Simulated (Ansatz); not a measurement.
Reactions of C2H7NSSi (`C[SiH2]NC=S`).

Computed with Ansatz on PBE0-D4/def2-TZVP structures; ΔE is electronic, products minus reactants. CCSD(T)/CBS adds triple-zeta CCSD(T) − MP2 to the extrapolated MP2 energy (def2 sets, frozen cores). This one scheme is used for every species. Functionals use def2-TZVPP. Elements past krypton have def2 core potentials. For Au outer-core shells are correlated without core-valence functions, which leaves a few kJ/mol of doubt a bond. Each species was taken in one conformer, which may not be the lowest.

| reaction | MP2/CBS(def2) (kJ/mol) | ωB97X-V (kJ/mol) | PBE-D4 (kJ/mol) | PBE0-D4 (kJ/mol) |
| --- | --- | --- | --- | --- |
| `C[SiH2]NC=S` + `CCS` → `CCSC=S` + `C[SiH2]N` | 25 | 39 | 30 | 35 |
| `C[SiH2]NC=S` + `[SH][Au]` → `C[S][Au]` + `[SiH3]NC=S` | 71 | 75 | 67 | 73 |
| `C[SiH2]NC=S` + `N[SiH3]` → `[SiH3]NC=S` + `C[SiH2]N` | 13 | 12 | 13 | 13 |
| `C[SiH2]NC=S` + `[NH2][Al]([NH2])[OH]` → `C[O][Al]([NH2])[NH2]` + `[SiH3]NC=S` | 130 | 112 | 117 | 118 |

(1) Give the CCSD(T)/CBS values in the same order. (An estimate is asked.)

Largest T1 diagnostic: 0.025, for `[SH][Au]`, so its coupled-cluster energy is less sure.

Answers

(1) Computed: 30, 72, 12, 121 kJ/mol.
